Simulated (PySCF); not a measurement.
BHCl2, SMILES ClBCl. Atoms are numbered in the order given.

```xyz
4

B      0.0000     0.0000     0.6993
H      0.0000     0.0000     1.8860
Cl     0.0000    -1.5070    -0.1583
Cl     0.0000     1.5070    -0.1583
```

Coordinates come from a PBE0-D3(BJ)/def2-TZVP optimisation.

Level of theory: CAM-B3LYP/def2-TZVPD (PySCF).

Symmetry labels are those of the subgroup C2v that the program uses (full group C2v).

Computed valence orbital energies around the gap with their symmetry:
```csv
orbital,symmetry,energy (eV)
HOMO−7,B2,-25.16
HOMO−6,A1,-16.41
HOMO−5,A1,-13.92
HOMO−4,B2,-13.71
HOMO−3,B1,-12.43
HOMO−2,A2,-11.09
HOMO−1,B2,-10.73
HOMO,A1,-10.69
LUMO,B1,-0.67
LUMO+1,A1,0.54
LUMO+2,B2,1.13
LUMO+3,A1,1.25
```
